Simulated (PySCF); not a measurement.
## Computed properties of Si(F)(OH)(SeH)2 (FH3OSe2Si), SMILES O[Si]([SeH])(F)[SeH]

Si(F)(OH)(SeH)2 (FH₃OSe₂Si), SMILES O[Si](F)([SeH])[SeH]. Coordinates come from a ωB97X-D3(BJ)/def2-SVP optimisation. The values are those of a single conformer. All values are computed for the isolated molecule unless a solvent is named; none is compared with measurement here.

**Structure.** All 18 harmonic modes at ωB97X-D3(BJ)/def2-SVP (PySCF) are real, so it is a minimum. With heavy atoms numbered as in [OH:1][Si:2]([F:3])([SeH:4])[SeH:5], the shortest bond between them is Si2–F3 at 1.624 Å and the longest Si2–Se5 at 2.249 Å.

**Vibrations.** The strongest infrared lines (harmonic, unscaled, degenerate partners summed) lie at 811 cm⁻¹ (234 km/mol, H 60 %, O 23 %, F 9 %), 523 cm⁻¹ (174 km/mol, Si 75 %, Se 13 %, H 10 %), 897 cm⁻¹ (148 km/mol, Si 37 %, F 34 %, H 20 %, O 9 %). The softest mode is at 86 cm⁻¹ and the zero-point energy is 22.2 kcal/mol.

**Electronic structure.** B3LYP/def2-TZVP (PySCF) places the frontier levels at -7.21 and -0.49 eV, a gap of 6.72 eV, and gives a dipole moment of 1.65 D and a mean polarisability of 78.2 bohr³. PBE/def2-TZVP (PySCF) at the same geometry gives -6.28 and -1.13 eV, so its gap is 1.57 eV narrower. An orbital gap is neither the optical nor the fundamental gap.

**Excitations.** TDA-ωB97X/def2-SVPD (PySCF) has S1 at 5.68 eV (218 nm, f = 0.002, dark); the most intense of the 10 singlets computed lies at 6.40 eV (f = 0.07). T1 (TDA) is at 5.28 eV, 0.40 eV under S1. TDA-PBE/def2-SVPD (PySCF) puts S1 at 5.15 eV. No vertical singlet excitation falls in the visible range (under 3.1 eV).

**NMR.** GIAO shifts at PBE0/pcSseg-1 (PySCF) (non-relativistic, atoms alike by connectivity averaged): ¹H from 1.7 to 3.0 ppm against TMS; ²⁹Si at 22.0 ppm against TMS; ¹⁹F at -110.3 ppm against CFCl3.
